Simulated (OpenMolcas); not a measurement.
**OpenMolcas run: Cl3+**

Input:

```
&GATEWAY
Coord
1

Cl 0.0 0.0 0.0
Basis=ANO-RCC-VDZP
Group=XYZ
NoMove
AngMom=0.0 0.0 0.0
AMFI
&SEWARD
&RASSCF
FileOrb=start.orb
Symmetry=1
Spin=3
nActEl=2 0 0
Inactive=3 3
Ras2=0 3
CIRoot=3 3 1
SDav=3
CIMx=300
Iter=120 100
PrWF=0.3
OrbListing=Nothing
MaxOrb=0
Atom
>>> COPY $Project.JobIph JOB001
&RASSCF
FileOrb=start.orb
Symmetry=1
Spin=1
nActEl=2 0 0
Inactive=3 3
Ras2=0 3
CIRoot=6 6 1
SDav=6
CIMx=300
Iter=120 100
PrWF=0.3
OrbListing=Nothing
MaxOrb=0
Atom
>>> COPY $Project.JobIph JOB002
&RASSI
NrOfJobIphs=2 3 6
1 2 3
1 2 3 4 5 6
IphNames
JOB001
JOB002
EJob
SpinOrbit
DIPRint=1.0
SOCoupling=1000.0
Subsets=2
MEES
Property=10
'ANGMOM' 1 'ANGMOM' 2 'ANGMOM' 3 'MLTPL  1' 1 'MLTPL  1' 2 'MLTPL  1' 3
'AMFI' 1 'AMFI' 2 'AMFI' 3 'MLTPL  2' 6
SOProperty=3
'ANGMOM' 1 'ANGMOM' 2 'ANGMOM' 3
```

A driver script runs the steps one by one and writes start.orb anew before each from the orbitals found so far.

Output, cut to the results:

```
--- SEWARD ---
Basis set label: CL.ANO-RCC...4S3P1D.

      Electronic valence basis set:
      ------------------
      Associated Effective Charge  17.000000 au
      Associated Actual Charge     17.000000 au
      Nuclear Model: Point charge

      Shell  nPrim  nBasis  Cartesian Spherical Contaminant
         s      17       4        X
         p      12       3        X
         d       5       1                 X
                  Relativistic Douglas-Kroll-Hess integrals:
                    - DKH order of Hamiltonian: 2
                    - DKH order of Properties : 0
                  Atomic mean-field integrals
--- RASSCF ---
Wave function specifications:
      -----------------------------

      Number of closed shell electrons          12
      Number of electrons in active shells       2
      Max number of holes in RAS1 space          0
      Max nr of electrons in RAS3 space          0
      Number of inactive orbitals                6
      Number of active orbitals                  3
      Number of secondary orbitals               9
      Spin quantum number                      1.0
      State symmetry                             1
Orbital specifications:
      -----------------------

      Symmetry species                           1   2
                                                ag  au
      Frozen orbitals                            0   0
      Inactive orbitals                          3   3
      Active orbitals                            0   3
      RAS1 orbitals                              0   0
      RAS2 orbitals                              0   3
      RAS3 orbitals                              0   0
      Secondary orbitals                         6   3
      Deleted orbitals                           0   0
      Number of basis functions                  9   9
      Number of CSFs                             3
      Number of root(s) required                 3
      Iter CI   SX   CI       RASSCF       Energy    max ROT     max BLB   max BLB  Level Ln srch  Step   QN
          iter iter root      energy       change     param      element    value   shift minimum  type update
 Nr of preliminary CI iterations:   1
        1   1    5    0  -457.96775945    0.00E+00   2.42E-01*   3   4 1  5.04E-01*  0.00   0.00    SX    NO
        2   1    5    0  -458.18996249   -2.22E-01*  1.68E-02    3   4 1  6.37E-02*  0.00   0.00    SX    NO
        3   1    4    0  -458.19153145   -1.57E-03* -2.58E-03    3   4 1  9.79E-03*  0.00   0.00    SX    NO
        4   1    4    0  -458.19156699   -3.55E-05* -4.50E-04    3   4 1  1.71E-03*  0.00   0.00    SX    NO
        5   1    4    0  -458.19156790   -9.09E-07* -8.33E-05    3   4 1  2.63E-04*  0.00   1.18    QN   YES
        6   1    2    0  -458.19156792   -2.41E-08*  3.95E-06    6   9 2  2.87E-06   0.00   0.99    QN   YES
        7   1    2    0  -458.19156792   -3.35E-11   3.02E-07    3   4 1 -3.38E-07   0.00   0.92    QN   YES
      Convergence after  7 iterations
        8   1    2    0  -458.19156792   -3.41E-13   3.02E-07    2   4 1 -4.82E-08   0.00   0.92    QN   YES
      Natural orbitals and occupation numbers for root  1
      sym 2:   1.000000   1.000000   0.000000
      Natural orbitals and occupation numbers for root  2
      sym 2:   0.000000   1.000000   1.000000
      Natural orbitals and occupation numbers for root  3
      sym 2:   1.000000   0.000000   1.000000
::    RASSCF root number  1 Total energy:   -458.19156792
::    RASSCF root number  2 Total energy:   -458.19156792
::    RASSCF root number  3 Total energy:   -458.19156792
--- RASSCF ---
Wave function specifications:
      -----------------------------

      Number of closed shell electrons          12
      Number of electrons in active shells       2
      Max number of holes in RAS1 space          0
      Max nr of electrons in RAS3 space          0
      Number of inactive orbitals                6
      Number of active orbitals                  3
      Number of secondary orbitals               9
      Spin quantum number                      0.0
      State symmetry                             1
Orbital specifications:
      -----------------------

      Symmetry species                           1   2
                                                ag  au
      Frozen orbitals                            0   0
      Inactive orbitals                          3   3
      Active orbitals                            0   3
...
--- RASSI ---
SPIN-FREE ENERGIES:
  (Shifted by EMIN (a.u.) =       -458.1915679229)

 SF State       Relative EMIN(au)   Rel lowest level(eV)    D:o, cm**(-1)      L_eff

     1             0.0000000000        0.0000000000              0.0000         1.0
     2             0.0000000000        0.0000000000              0.0000         1.0
     3             0.0000000000        0.0000000000              0.0000         1.0
     4             0.0715344482        1.9465515002          15699.9967         2.0
     5             0.0715344482        1.9465515002          15699.9967         2.0
     6             0.0715344482        1.9465515002          15699.9967         2.0
     7             0.0715344482        1.9465515002          15699.9967         2.0
     8             0.0715344482        1.9465515002          15699.9967         2.0
     9             0.1783361790        4.8527746492          39140.2672         0.0
     Dipole printing threshold changed to   1.00000000E+00
Eigenvalues of complex Hamiltonian:
   -----------------------------------
  (Shifted by EMIN (a.u.) =       -458.1915679229)

 SO State       Relative EMIN(au)   Rel lowest level(eV)    D:o, cm**(-1)     J-value

     1            -0.0036441315        0.0000000000              0.0000         0.0
     2            -0.0017550254        0.0514051961            414.6109         0.9
     3            -0.0017550254        0.0514051961            414.6109         0.7
     4            -0.0017550254        0.0514051961            414.6109         0.7
     5             0.0016677161        0.1445427379           1165.8158         1.4
     6             0.0016677161        0.1445427379           1165.8158         1.6
     7             0.0016677161        0.1445427379           1165.8158         1.9
     8             0.0016677161        0.1445427379           1165.8158         1.6
     9             0.0016677161        0.1445427379           1165.8158         1.4
...
```

The J values that RASSI prints are effective ones from its own formula and need not be integers or half-integers; the table below assigns J from the states.

Levels above the lowest, from the spin-orbit matrix, grouped by J:

```json
{"Configuration": "3s² 3p²", "Term": "³P", "J": "0", "E (cm⁻¹)": "0.0", "Measured (cm⁻¹)": "0.0", "g": "", "Term weight %": "100"}
{"Configuration": "3s² 3p²", "Term": "³P", "J": "1", "E (cm⁻¹)": "415", "Measured (cm⁻¹)": "491", "g": "1.501", "Term weight %": "100"}
{"Configuration": "3s² 3p²", "Term": "³P", "J": "2", "E (cm⁻¹)": "1166", "Measured (cm⁻¹)": "1341", "g": "1.501", "Term weight %": "100"}
{"Configuration": "3s² 3p²", "Term": "¹D", "J": "2", "E (cm⁻¹)": "16519", "Measured (cm⁻¹)": "13766", "g": "1.001", "Term weight %": "100"}
{"Configuration": "3s² 3p²", "Term": "¹S", "J": "0", "E (cm⁻¹)": "39969", "Measured (cm⁻¹)": "32550", "g": "", "Term weight %": "100"}
```

Against the 4 measured excited levels shown (Moore, Atomic Energy Levels, vol. I, NSRDS-NBS 35 (1971 reprint of NBS Circular 467, 1949)) the mean absolute deviation is 2600 cm-1; the largest miss in energy is 3s² 3p² ¹S₀: computed 39969, measured 32550 cm⁻¹ (+22.8 %).

With the s shell closed, the reference lacks s² → p² mixing. The basis is small and was not contracted for so high a charge. Measured partners are found by configuration, term and J. A level has none where our copy of the source lacks it or the pairing is in doubt (some pairs that miss far off the trend of their configuration count as doubtful), and it then counts in no deviation. Only configurations of the active space appear.

The term weight is that of the spin-free term in the level, not the purity of its configuration.
